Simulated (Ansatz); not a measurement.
Reaction (ligand exchange at a Ge–C bond): `N=[C](Cl)[GeH3]` + `CN[SiH2]O` → `C[N]([GeH3])[SiH2]O` + `N=CCl`

Isolated molecules relaxed with PBE0-D4/def2-TZVP in Ansatz; ΔE leaves out vibrations. CCSD(T)/CBS adds triple-zeta CCSD(T) − MP2 to the extrapolated MP2 energy (def2 sets, frozen cores). This one scheme is used for every species. DFT in def2-TZVPP. For Ge outer-core shells are correlated without core-valence functions, which leaves a few kJ/mol of doubt a bond. Scalar relativity is left out up to krypton. Each species was taken in one conformer, which may not be the lowest.

CCSD(T)/CBS gives -21.3 kJ/mol.

Another level gave -24.3 kJ/mol. Which?
A. B2PLYP/def2-TZVPP
B. PBE0/def2-TZVPP
C. PBE/def2-TZVPP
D. CCSD(T)/def2-TZVPP

D. CCSD(T)/def2-TZVPP -24.3, B2PLYP -19.0, PBE0 -14.6, PBE -10.2 kJ/mol.

Largest T1 diagnostic among the species: 0.013.

From PBE to PBE0 (25 % exact exchange), in def2-TZVPP and without D4, ΔE moves by −4.4 kJ/mol. The D4 term adds −5.3 kJ/mol with B3LYP and −3.1 kJ/mol with PBE0; it sums over pairs of atoms, weighted by their polarisabilities, and B3LYP, whose exchange is more repulsive, gets the larger term.

B3LYP here is the variant with VWN-RPA as its local correlation; programs differ in this.
